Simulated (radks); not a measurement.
Values are calculated unless marked as measured or tabulated.
All-electron atom: neutral sulfur in [Ne] 3s2 3p3 4p1 (not the ground configuration).

Level of theory: scalar-relativistic Kohn-Sham, PBE, spin-unpolarised, spherical densities, finite nucleus; Fermi nuclear charge, rms radius 3.2611 fm (a radial shooting solver on a logarithmic mesh with Libxc functionals).

Energy parts (eV):
total: -10849.314
kinetic: 10891.140
electron-nucleus: -25765.895
Hartree: 4711.561
exchange-correlation: -686.120

Orbitals (lengths in bohr, moments of r in powers of bohr):
orbital  occ.  eigenvalue (eV)   <1/r>
1s          2        -2413.785   15.66
2s          2        -219.3376   3.065
2p          6        -164.1587   2.959
3s          2         -23.5862  0.8386
3p          3         -12.7798  0.7106
4p          1          -1.3011  0.1635

The highest occupied level is 4p at -1.301 eV. The electron density at the nucleus is 2957 e/bohr^3 (large components only). Summed over all electrons, <r^2> = 87.41 bohr^2, which gives a Langevin (diamagnetic) susceptibility term of -69.2 x 10^-6 cm^3/mol. The density falls to 0.001 e/bohr^3 at r = 3.87 bohr.
